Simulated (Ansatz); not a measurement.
Calculated with Ansatz (gas phase, PBE0-D4/def2-TZVP geometries, no zero-point term in ΔE). CBS: MP2 limit from def2 TZ/QZ plus the TZ coupled-cluster correction, frozen cores. DFT in def2-TZVPP. B3LYP here is the variant with VWN-RPA as its local correlation; programs differ in this. For Se outer-core shells are correlated without core-valence functions, which leaves a few kJ/mol of doubt a bond. Scalar relativity is left out up to krypton. Each species was taken in one conformer, which may not be the lowest.

Reaction (formal exchange of groups at the Se–C bond): `O[SiH2]/C=C/[SeH]` + `CBO` → `CB(O)[SeH]` + `C=C[SiH2]O`

Problem. Is it downhill or uphill in electronic energy at CCSD(T)/CBS, and by how much? (Estimate.)

Solution. Computed: Downhill: ΔE = -96.1 kJ/mol.

Problem. What do these levels give: PBE-D4, B3LYP-D4, PBE, B3LYP, HF/def2-TZVPP, CCSD/def2-TZVPP? (Estimate.)

Solution. Computed: PBE-D4 -88.1, B3LYP-D4 -89.5, PBE -87.3, B3LYP -88.2, HF/def2-TZVPP -97.8, CCSD/def2-TZVPP -95.5 kJ/mol.

Largest T1 diagnostic among the species: 0.012.

In def2-TZVPP, CCSD(T) changes the Hartree–Fock value by +3.4 kJ/mol (the triples alone add +1.1 kJ/mol) and MP2 by +5.3 kJ/mol. From PBE to PBE0 (25 % exact exchange), in def2-TZVPP and without D4, ΔE moves by −5.3 kJ/mol.
